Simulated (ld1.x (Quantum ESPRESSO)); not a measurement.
# u(r) = r·R(r): atom against pseudo-atom (Sc (Z = 21))

Columns: radius, all-electron u(r) and pseudo u(r) of the 4s shell (level -4.04 eV) of scandium in the configuration [Ar] 3d1 4s2 4p0; BLYP, scalar-relativistic, TM scheme, ld1.x (Quantum ESPRESSO) 7.5.

```csv
r (bohr),all-electron,pseudo
0.170,-0.1230,-0.0190
0.340,-0.0846,-0.0386
0.510,0.1117,-0.0597
0.680,0.2358,-0.0831
0.850,0.2536,-0.1093
1.020,0.1938,-0.1394
1.190,0.0926,-0.1739
1.360,-0.0231,-0.2133
1.530,-0.1369,-0.2574
1.700,-0.2402,-0.3056
1.870,-0.3290,-0.3564
2.040,-0.4022,-0.4072
2.210,-0.4602,-0.4550
2.380,-0.5041,-0.4968
2.550,-0.5356,-0.5301
2.720,-0.5563,-0.5534
2.890,-0.5678,-0.5668
3.060,-0.5715,-0.5713
3.230,-0.5687,-0.5687
3.400,-0.5605,-0.5605
3.570,-0.5481,-0.5481
3.740,-0.5323,-0.5323
3.910,-0.5139,-0.5139
4.080,-0.4937,-0.4937
4.250,-0.4722,-0.4722
4.420,-0.4498,-0.4498
```

Problem. How many radial nodes do the two functions have?

Solution. The all-electron 4s function has n − l − 1 = 3 (the table is too coarse to show those close to the nucleus); the pseudo-wave has 0, since the states of the same l below it are removed with the core.

Problem. At about which radius was the pseudo-wave matched?

Solution. 3.40 bohr. The columns agree to 0.0005 from 3.06 bohr on; several derivatives are matched, so the curves merge somewhat inside the radius.

Problem. Is the pseudo-wave norm-conserving?

Solution. Yes: the TM scheme keeps the norm inside the radius equal to the all-electron one, which fixes the energy derivative of the logarithmic derivative at the level.
